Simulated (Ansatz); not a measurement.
Relaxation of Fe₆⁺ with UKS PBE-D4/def2-SVP.

```sh
$ ansatz run in.yaml --threads 4 --pin off --events-out ev --progress --plain --max-ram 4787MiB
```

```yaml
crystal:
  periodic: [false, false, false]
  atoms:
    - {symbol: Fe, position_ang: [-1.784870, -0.141240, 0.249240]}
    - {symbol: Fe, position_ang: [-1.143580, -1.792440, -1.945870]}
    - {symbol: Fe, position_ang: [-0.070170, 0.972370, -0.990930]}
    - {symbol: Fe, position_ang: [2.416980, 1.274810, 0.861530]}
    - {symbol: Fe, position_ang: [-0.343680, 1.161270, 1.393800]}
    - {symbol: Fe, position_ang: [0.925330, -1.474770, 0.432230]}
basis:
  gaussian: {orbitals: def2-SVP}
total_charge: 1
magnetization: {spin_polarized: true, initial_magnetization: 17}
hamiltonian: {xc: pbe, dispersion: d4}
scf: {lower_state_search: "off"}
output: {orbitals: {seedname: orbitals}}
relax: {f_tol: 0.02, max_steps: 100}
```

Hardware: 4 threads of Arm Neoverse V1 on a shared host. Wall time 2.4 min.

Positions (Å) and forces (eV/Å) at steps 1, 2, 3, 4, 5, 6, 7, 8, 9, 10, 11, 12, 13, 14 of 14:

```xyz
6
step=1 energy=-206250.4913 eV
Fe   -1.785   -0.141    0.249    1.791   -0.437   -1.175
Fe   -1.144   -1.792   -1.946    0.721    1.559    1.785
Fe   -0.070    0.972   -0.991   -0.086   -1.926    2.116
Fe    2.417    1.275    0.862   -2.223   -0.957   -0.496
Fe   -0.344    1.161    1.394    1.372   -0.791   -1.418
Fe    0.925   -1.475    0.432   -1.575    2.552   -0.813
6
step=2 energy=-206252.4077 eV
Fe   -1.715   -0.183    0.218    1.236   -0.913   -1.031
Fe   -1.082   -1.697   -1.840    0.830    1.589    1.887
Fe   -0.034    0.876   -0.935    0.405   -1.742    1.332
Fe    2.285    1.204    0.818   -2.374   -1.100   -0.533
Fe   -0.280    1.113    1.356    1.601   -0.629   -0.766
Fe    0.826   -1.314    0.383   -1.699    2.795   -0.889
6
step=3 energy=-206254.1767 eV
Fe   -1.664   -0.231    0.201    0.509   -0.970   -0.669
Fe   -1.008   -1.605   -1.733    0.792    1.369    1.614
Fe    0.012    0.800   -0.912    0.625   -1.039    0.360
Fe    2.154    1.122    0.768   -2.041   -1.001   -0.524
Fe   -0.222    1.067    1.340    1.296   -0.323   -0.145
Fe    0.727   -1.153    0.337   -1.181    1.963   -0.636
6
step=4 energy=-206255.2344 eV
Fe   -1.638   -0.294    0.178   -0.232   -0.268    0.192
Fe   -0.924   -1.492   -1.602    0.643    0.622    0.563
Fe    0.070    0.747   -0.926    0.355    0.269   -0.727
Fe    1.991    1.028    0.710   -0.723   -0.539   -0.511
Fe   -0.152    1.038    1.343    0.042   -0.006    0.365
Fe    0.653   -1.028    0.295   -0.085   -0.078    0.118
6
step=5 energy=-206255.5328 eV
Fe   -1.645   -0.284    0.218   -0.149   -0.329   -0.039
Fe   -0.764   -1.386   -1.544    0.121    0.245    0.177
Fe    0.064    0.781   -0.952    0.147    0.343   -0.586
Fe    1.902    0.921    0.570   -0.356   -0.117   -0.112
Fe   -0.184    1.025    1.359    0.289    0.064    0.269
Fe    0.627   -1.057    0.349   -0.052   -0.205    0.291
6
step=6 energy=-206255.6457 eV
Fe   -1.628   -0.313    0.215   -0.196    0.007    0.176
Fe   -0.605   -1.283   -1.508    0.061   -0.284   -0.310
Fe    0.011    0.869   -0.988   -0.124    0.317   -0.292
Fe    1.807    0.819    0.427    0.360    0.062    0.046
Fe   -0.149    1.018    1.374   -0.064    0.102    0.226
Fe    0.565   -1.109    0.480   -0.037   -0.204    0.155
6
step=7 energy=-206255.6870 eV
Fe   -1.634   -0.322    0.212   -0.006    0.019    0.018
Fe   -0.504   -1.266   -1.517    0.085   -0.179   -0.226
Fe   -0.054    0.926   -0.980   -0.195    0.120    0.041
Fe    1.803    0.760    0.352    0.288    0.032   -0.051
Fe   -0.128    1.028    1.386   -0.010    0.012    0.069
Fe    0.518   -1.126    0.547   -0.163   -0.004    0.148
6
step=8 energy=-206255.7514 eV
Fe   -1.633   -0.339    0.197   -0.052    0.049   -0.110
Fe   -0.354   -1.217   -1.517    0.254    0.000    0.037
Fe   -0.140    1.008   -0.976   -0.196   -0.223    0.436
Fe    1.773    0.677    0.228    0.176   -0.169   -0.197
Fe   -0.089    1.028    1.403   -0.018   -0.001   -0.034
Fe    0.443   -1.156    0.665   -0.166    0.344   -0.132
6
step=9 energy=-206255.8281 eV
Fe   -1.650   -0.359    0.172   -0.109   -0.061   -0.221
Fe   -0.172   -1.149   -1.494    0.157    0.163    0.311
Fe   -0.237    1.081   -0.945    0.027   -0.559    0.577
Fe    1.735    0.568    0.080   -0.064   -0.215   -0.132
Fe   -0.046    1.033    1.412    0.090    0.044   -0.042
Fe    0.370   -1.174    0.775   -0.101    0.628   -0.493
6
step=10 energy=-206255.9086 eV
Fe   -1.765   -0.410    0.089    0.126   -0.267   -0.177
Fe    0.013   -1.122   -1.486   -0.284    0.506    0.696
Fe   -0.342    1.063   -0.786    0.504   -0.323   -0.135
Fe    1.794    0.465   -0.071   -0.804   -0.139    0.208
Fe    0.031    1.075    1.443    0.210    0.042   -0.086
Fe    0.270   -1.072    0.812    0.249    0.180   -0.506
6
step=11 energy=-206255.9605 eV
Fe   -1.763   -0.479    0.030    0.040    0.171    0.181
Fe   -0.091   -1.113   -1.459    0.255    0.069    0.044
Fe   -0.296    1.058   -0.803    0.028   -0.070    0.077
Fe    1.767    0.487   -0.004   -0.017   -0.161   -0.255
Fe    0.079    1.112    1.446   -0.274   -0.102    0.007
Fe    0.303   -1.067    0.790   -0.032    0.093   -0.055
6
step=12 energy=-206255.9753 eV
Fe   -1.745   -0.446    0.058   -0.138   -0.066   -0.015
Fe   -0.004   -1.068   -1.423   -0.091   -0.181   -0.225
Fe   -0.315    1.082   -0.804   -0.011    0.020    0.009
Fe    1.727    0.426   -0.077    0.267    0.121    0.032
Fe    0.041    1.085    1.432    0.016    0.103    0.150
Fe    0.297   -1.080    0.813   -0.041    0.004    0.049
6
step=13 energy=-206255.9880 eV
Fe   -1.759   -0.458    0.049    0.012    0.019    0.023
Fe   -0.040   -1.094   -1.445    0.019    0.000   -0.005
Fe   -0.302    1.063   -0.795   -0.005    0.029   -0.018
Fe    1.756    0.454   -0.053    0.001   -0.015   -0.022
Fe    0.048    1.097    1.447   -0.034   -0.005    0.003
Fe    0.297   -1.062    0.798    0.008   -0.029    0.020
6
step=14 energy=-206255.9885 eV
Fe   -1.755   -0.452    0.056    0.003   -0.002   -0.002
Fe   -0.038   -1.093   -1.445   -0.004    0.000    0.002
Fe   -0.301    1.066   -0.799    0.005    0.001    0.004
Fe    1.754    0.453   -0.054   -0.001   -0.004   -0.004
Fe    0.041    1.093    1.444   -0.006    0.002    0.002
Fe    0.299   -1.067    0.798    0.003    0.003   -0.002
```

The charge 1 multiplicity 18 is spin-contaminated (final ⟨S²⟩ up to 81.34, 80.75 for a pure state). An occupied level of the charge 1 multiplicity 18 lies above an empty one of the other spin, so a lower spin may lie lower. The relaxation made no stability test and no search for a lower SCF solution. No other spin state of charge 1 was run. The structure comes from a short search, and lower isomers may exist.
